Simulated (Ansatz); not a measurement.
Relaxed structures of CH$_{3}$SSe (charge -1), singlet (PBE0-D4/def2-TZVPD; forces vanish, vibrations not checked; lower isomers may exist, and structures with a doubtful reference or unclear bonds are left out; Å). Ansatz 0.2.0; basis: def2-TZVPPD; cores frozen in the correlated methods. Filled d shells of the heavier atoms are correlated. The def2 sets are not built for correlating such inner shells, so the correlated values are less sure here.

Rank them by CCSD(T) energy, lowest first, and give each one's height above the lowest. Links in brackets join atoms within 1.22 times the sum of their covalent radii (1.1 for two metals). (To be estimated.)
A.
CH₃SSe ([CH3][Se][S]), total charge -1
```
6
angstrom
C -0.4206 0.4335 -0.2392
S 1.7627 -1.7855 0.4654
Se 0.3256 -0.4051 1.3634
H -1.1734 1.1664 0.0682
H 0.3814 0.9255 -0.7917
H -0.8757 -0.3348 -0.8660
```
B.
CH₃SSe ([CH3][S][Se]), total charge -1
```
6
angstrom
C -0.4000 0.4112 -0.2080
S 0.2746 -0.3497 1.2816
Se 1.7514 -1.7732 0.4524
H -1.1550 1.1467 0.0944
H 0.3914 0.9108 -0.7732
H -0.8625 -0.3458 -0.8472
```
C.
CH₃SSe ([CH2][SH][Se]), total charge -1
```
6
angstrom
C -0.8235 0.3766 0.2166
S 0.4186 -0.0986 1.2581
Se 2.0230 -1.5458 0.6166
H -0.5034 1.2531 -0.3459
H -0.2422 -0.9625 2.0501
H -1.2407 -0.4118 -0.4104
```

Computed: B (0.0 kJ/mol), A (16.7 kJ/mol), C (199.1 kJ/mol). Heights count from the lowest.

No T1 diagnostic of these runs exceeds 0.016.

For scale, one of the runs: CCSD(T)/def2-TZVPPD, 196 basis functions, launched by `ansatz run in.yaml --threads 2 --pin off --events-out ev --progress --plain --max-ram 4352MiB`. The run took 97 s on 2 CPU threads of an Arm Neoverse V1 (shared host), with 2.2 GiB of host memory at its peak.
